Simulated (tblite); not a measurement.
Record of a relaxation.

Species: C₁₄H₉B.
Atom-mapped SMILES: `[CH:1]#[C:2][c:3]1[cH:4][cH:5][cH:6][c:7]2[c:8]1-[c:9]1[cH:10][cH:11][cH:12][cH:13][c:14]1[BH:15]2` (hydrogens: H16 on C1; H17 on C4; H18 on C5; H19 on C6; H20 on C10; H21 on C11; H22 on C12; H23 on C13; H24 on B15)

Computed with GFN2-xTB (tblite), gas phase: L-BFGS steps from a force-field or distance-geometry start until the largest atomic force falls under 0.01 eV/Å. 3 of its 26 geometries are shown.

Step 0: E = -971.3607 eV, largest atomic force 1.661 eV/Å
```
atom  x, y, z in Å  |  force x, y, z in eV/Å
C1     -1.261    3.472   -0.309   -0.024   0.361  -0.018
C2     -1.459    2.295   -0.185   -0.033  -1.106   0.189
C3     -1.694    0.877   -0.013   -0.160   0.748  -0.182
C4     -3.037    0.446    0.082    0.353  -1.433   0.283
C5     -3.330   -0.928    0.254    0.421   0.899  -0.243
C6     -2.301   -1.872    0.296    0.069   0.956  -0.033
C7     -0.980   -1.424    0.188   -0.719  -1.187   0.210
C8     -0.664   -0.073    0.041   -0.291   0.729  -0.126
C9      0.803    0.071   -0.045    0.000   1.653  -0.161
C10     1.572    1.228   -0.198    0.501  -0.585   0.012
C11     2.971    1.102   -0.254   -0.185  -0.792   0.141
C12     3.578   -0.164   -0.146   -0.433   0.530  -0.012
C13     2.791   -1.310    0.019    0.477   0.830  -0.189
C14     1.414   -1.171    0.054    0.387  -1.307   0.200
B15     0.323   -2.261    0.223    0.155  -0.688   0.009
H16    -1.109    4.515   -0.412   -0.042  -0.363   0.011
H17    -3.851    1.154    0.056    0.114   0.077  -0.051
H18    -4.360   -1.256    0.327    0.069   0.140   0.011
H19    -2.520   -2.920    0.424    0.026   0.027  -0.029
H20     1.143    2.211   -0.278   -0.200   0.016   0.013
H21     3.586    1.992   -0.368   -0.151  -0.265   0.009
H22     4.658   -0.243   -0.186   -0.145   0.026   0.007
H23     3.265   -2.279    0.102   -0.107   0.058   0.003
H24     0.452   -3.444    0.336   -0.082   0.675  -0.052
```

Step 12: E = -971.5249 eV, largest atomic force 0.082 eV/Å
```
atom  x, y, z in Å  |  force x, y, z in eV/Å
C1     -1.295    3.429   -0.297    0.036   0.014  -0.007
C2     -1.426    2.243   -0.170    0.020   0.056  -0.006
C3     -1.674    0.861   -0.016    0.046   0.021  -0.025
C4     -3.012    0.441    0.085    0.045  -0.012   0.047
C5     -3.325   -0.891    0.245   -0.021   0.007  -0.039
C6     -2.310   -1.844    0.297   -0.026  -0.010   0.013
C7     -0.986   -1.457    0.195   -0.008   0.008   0.015
C8     -0.659   -0.088    0.037   -0.003  -0.002  -0.003
C9      0.805    0.074   -0.046   -0.052  -0.058   0.026
C10     1.567    1.217   -0.197   -0.055  -0.035  -0.007
C11     2.956    1.098   -0.248   -0.026  -0.018   0.005
C12     3.570   -0.137   -0.145    0.010   0.037  -0.001
C13     2.805   -1.286    0.013    0.010   0.005  -0.030
C14     1.425   -1.196    0.061   -0.012  -0.009   0.025
B15     0.330   -2.283    0.226   -0.008  -0.024  -0.031
H16    -1.121    4.456   -0.413   -0.020   0.079  -0.005
H17    -3.794    1.188    0.045    0.037  -0.031  -0.008
H18    -4.360   -1.190    0.323    0.005  -0.025   0.008
H19    -2.550   -2.891    0.419   -0.039   0.030  -0.001
H20     1.103    2.190   -0.278    0.024  -0.065   0.007
H21     3.562    1.985   -0.369   -0.032   0.001   0.003
H22     4.648   -0.208   -0.187    0.013   0.017   0.001
H23     3.279   -2.256    0.093    0.029   0.057   0.000
H24     0.450   -3.435    0.336    0.028  -0.042   0.013
```

Step 25: E = -971.5327 eV, largest atomic force 0.009 eV/Å
```
atom  x, y, z in Å  |  force x, y, z in eV/Å
C1     -1.285    3.435   -0.300   -0.002   0.004  -0.001
C2     -1.401    2.247   -0.171    0.004   0.001  -0.003
C3     -1.654    0.863   -0.016   -0.003   0.000   0.003
C4     -2.994    0.452    0.087    0.001  -0.002  -0.003
C5     -3.320   -0.878    0.241   -0.001  -0.003   0.003
C6     -2.318   -1.843    0.298    0.000   0.002  -0.003
C7     -0.988   -1.472    0.198   -0.004   0.000   0.001
C8     -0.656   -0.104    0.041    0.002  -0.001   0.000
C9      0.804    0.050   -0.041    0.007   0.001  -0.002
C10     1.551    1.200   -0.196    0.005  -0.001   0.000
C11     2.939    1.101   -0.247    0.004  -0.002   0.000
C12     3.567   -0.126   -0.146   -0.002  -0.004  -0.002
C13     2.813   -1.285    0.009    0.001   0.004   0.002
C14     1.431   -1.216    0.064   -0.001  -0.002  -0.001
B15     0.331   -2.302    0.226   -0.002  -0.001   0.001
H16    -1.139    4.468   -0.414    0.001   0.003   0.000
H17    -3.770    1.203    0.042    0.005  -0.001   0.003
H18    -4.358   -1.169    0.319   -0.001  -0.001  -0.002
H19    -2.582   -2.885    0.419    0.009  -0.001   0.000
H20     1.075    2.165   -0.277   -0.008  -0.001   0.001
H21     3.530    1.998   -0.368   -0.002  -0.002   0.001
H22     4.645   -0.185   -0.187   -0.003   0.003   0.000
H23     3.309   -2.243    0.088   -0.005   0.006   0.000
H24     0.458   -3.454    0.339   -0.006  -0.004   0.001
```

Problem. Summarise the path.

Solution. The energy falls by 3.97 kcal/mol from step 0 to step 25; nine tenths of that is first reached at step 9. It rises by more than 0.2 meV at step 2. The largest force goes from 1.661 to 0.009 eV/Å. Among the bonds C4–C5 changes most, from 1.416 to 1.377 Å; the atoms move by 0.054 Å rms after alignment.

Problem. Follow the three bonds and two angles with the largest change from start to end.

Solution. 
```csv
step,E above end (kcal/mol),largest force (eV/Å),C4–C5 (Å),C2–C3 (Å),B15–H24 (Å),C1–C2–C3 (°),C6–C7–B15 (°)
0,3.97,1.661,1.416,1.447,1.196,179.1,128.3
1,1.81,2.073,1.383,1.421,1.176,179.2,129.8
2,1.82,2.609,1.374,1.435,1.165,179.2,130.1
3,0.95,0.317,1.384,1.426,1.166,179.2,129.7
4,0.81,0.288,1.382,1.424,1.166,179.2,129.8
5,0.60,0.276,1.379,1.421,1.166,179.0,130.1
7,0.46,0.122,1.377,1.416,1.165,178.7,130.3
8,0.40,0.102,1.377,1.415,1.163,178.4,130.4
9,0.34,0.116,1.377,1.413,1.162,177.9,130.6
10,0.27,0.122,1.377,1.412,1.161,177.2,130.9
11,0.22,0.088,1.377,1.412,1.162,176.6,131.1
12,0.18,0.082,1.377,1.412,1.164,176.1,131.4
13,0.15,0.106,1.377,1.413,1.165,175.8,131.5
14,0.11,0.101,1.377,1.414,1.167,175.4,131.7
15,0.07,0.082,1.377,1.414,1.168,175.2,131.9
16,0.05,0.065,1.377,1.415,1.167,175.1,131.9
17,0.03,0.059,1.378,1.415,1.166,175.1,132.0
18,0.02,0.056,1.378,1.416,1.165,175.2,132.0
20,0.01,0.028,1.377,1.416,1.165,175.3,132.0
21,0.00,0.022,1.377,1.416,1.166,175.3,132.0
22,0.00,0.019,1.377,1.415,1.166,175.3,132.0
23,0.00,0.013,1.377,1.415,1.166,175.3,132.0
24,0.00,0.011,1.377,1.415,1.166,175.3,132.0
25,0.00,0.009,1.377,1.415,1.165,175.3,132.0
```

The cost below is that of the whole relaxation. Time: 0.33 s. Hardware: Arm Neoverse V1, one thread, shared host with 32 logical CPUs at a one-minute load of 35.
